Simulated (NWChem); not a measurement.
System: GeI₄; SMILES [I][Ge]([I])([I])[I]

All runs: NWChem. Geometry: optimised at PBE0/def2-SVP. Not confirmed as a minimum by frequencies. def2 effective core potentials on I; no spin-orbit coupling.

For level PBE/def2-SVPD:

```yaml
orbital gap (eV): 2.40
```

### Question
Estimate the same quantities for level PBE/def2-TZVPP.

### Answer
The orbital gap (eV) is 2.51.
